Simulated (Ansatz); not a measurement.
`O=C[SiH2]Cl`, charge 0, multiplicity 1.

**Question.** Give a relaxed structure at PBE0-D4/def2-TZVP (the Gaussian-basis code of Ansatz). (Best estimate.)

**Answer.** Computed: 
```xyz
7

O     1.471    1.339    0.602
C     0.918    0.272    0.672
Si   -0.584   -0.075   -0.479
Cl   -1.284   -1.971   -0.120
H     1.269   -0.501    1.394
H    -1.650    0.908   -0.182
H    -0.139    0.028   -1.887
```
Point group Cs.
